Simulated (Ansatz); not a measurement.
Bond stretch in SeH, doublet.

Computed with full CI/cc-pVDZ, cores with 3d frozen in Ansatz (a first-principles code).

### Question
Relative to R = 1.47 Å, what are the energies at R = 1.37, 1.81, 2.23, 4.44 Å?

### Answer
3.5 kcal/mol at 1.37 Å, 16.1 kcal/mol at 1.81 Å, 45.3 kcal/mol at 2.23 Å, 71.1 kcal/mol at 4.44 Å.

The scan ran from 1.17 to 5.97 Å; beyond the distances shown full CI changes its symmetry label.
